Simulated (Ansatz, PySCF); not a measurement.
Pair of molecules: HBr (SMILES Br) (first 2 atoms) with CH6Si (SMILES C[SiH3]); geometry from B3LYP-D3(BJ)/def2-TZVP.
(charge 0, multiplicity 1):
```xyz
10

Br    -1.4292     0.0606    -0.1713
H     -0.3033    -0.1662     0.6813
C     -0.9707     0.4632     3.7466
Si     0.7960    -0.0978     3.4851
H     -1.1539     0.6741     4.8018
H     -1.6763    -0.3048     3.4257
H     -1.1814     1.3696     3.1768
H      1.7616     0.9485     3.8957
H      1.0379    -0.3844     2.0428
H      1.0849    -1.3417     4.2367
```

Interaction energies are E(AB) − E(A) − E(B) at the monomers' geometry in the complex; basis-set methods are counterpoise corrected. Rows marked so take none.

Rows in 6-31G* carry no dispersion term and start afresh at each structure (6-31G* with six Cartesian d functions); the Pople sets are all-electron and without relativity.

Run with Ansatz (a quantum-chemistry and plane-wave program); PySCF for 6-31G* rows, the dispersion terms. Each number belongs to the level named beside it.

Problem. One of these levels gives 43.3 meV for the interaction energy. Name it.
(A) revPBE-D3(BJ)/def2-TZVPPD
(B) CAM-B3LYP/def2-TZVPPD
(C) r2SCAN-D3(BJ)/def2-TZVPPD
(D) HF/6-31G* (no counterpoise)

Solution. D, HF/6-31G* (no counterpoise). The others give -103.0 (revPBE-D3(BJ)/def2-TZVPPD), -85.0 (r2SCAN-D3(BJ)/def2-TZVPPD), -27.8 (CAM-B3LYP/def2-TZVPPD)
